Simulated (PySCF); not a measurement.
## Assigning NMR signals

Geometry (Å), atoms numbered from 1 in this order:
```xyz
19

C     2.8728   -0.4396   -0.5415
C     1.4818   -0.6088    0.0074
O     1.1691   -1.5536    0.6917
C     0.4954    0.4731   -0.3318
C    -0.9435   -0.0305   -0.2566
Si   -1.2398   -1.0666    1.3333
Si   -2.1542    1.4174   -0.4695
H     2.8608   -0.6882   -1.6020
H     3.2005    0.5921   -0.4403
H     3.5651   -1.1066   -0.0341
H     0.6508    1.2616    0.4135
H     0.7315    0.9037   -1.3087
H    -1.0920   -0.7105   -1.1022
H    -1.1455   -2.5044    1.1183
H    -0.4528   -0.5319    2.4423
H    -2.6504   -0.8148    1.6957
H    -1.8077    2.1512   -1.6962
H    -2.0283    2.3419    0.6602
H    -3.5233    0.9235   -0.5872
```

PySCF 2.14.0 with density-fitted response routines calculation with GIAO PBE0/pcSseg-1 shieldings and coordinates at the GFN2-xTB level; in vacuum, equivalent nuclei averaged, relativity neglected, single conformer.

Shifts are taken against calculated references (same method and geometry level): ¹³C and ¹H against TMS.

(1) Assign these signals to the numbered atoms. ¹³C{¹H} NMR (computed): δ 219.2, 45.6, 31.8, -3.0.

(2) Assign these signals to the numbered atoms. ¹H NMR (400 MHz, computed): δ 4.02 (d, 6H), 2.46 (d, 2H), 2.22 (s, 3H), 0.11 (m, 1H).

Results:

(1) 
219.2 → C2, ketone carbonyl carbon: the double bond to the heteroatom, with no lone-pair donor beside it, deshields it most
45.6 → C4, sp3 CH2 α to a carbonyl: the adjacent C=O deshields it moderately
31.8 → C1, methyl carbon α to a carbonyl: α to the electron-withdrawing carbonyl group
-3.0 → C5, sp3 CH bonded to 2 Si: an electropositive neighbour leaves it electron-rich and shielded

(2) 
4.02 → H14/H15/H16/H17/H18/H19, hydrogen on a silicon bonded to C
2.46 → H11/H12, hydrogen on an sp3 CH2 α to a carbonyl: α to C=O
2.22 → H8/H9/H10, hydrogen on a methyl carbon α to a carbonyl: α to C=O
0.11 → H13, hydrogen on an sp3 CH bonded to 2 Si: an electropositive neighbour shields it, as in TMS itself

Shifts are as computed. Against solution values, carbons near 30 ppm lie about +3 ppm off and those near 130 ppm about +5 ppm. Of 1211 compounds with measured shifts, 218 miss one by over three times the rms of a fit or turn the order of signals round; such compounds aren't used in these exercises. No couplings were computed; multiplicities are counted from neighbouring protons, with m where these are inequivalent, close in shift, in a saturated or five-membered ring or joined by F or P, and br s for small geminal =CH2 splittings.
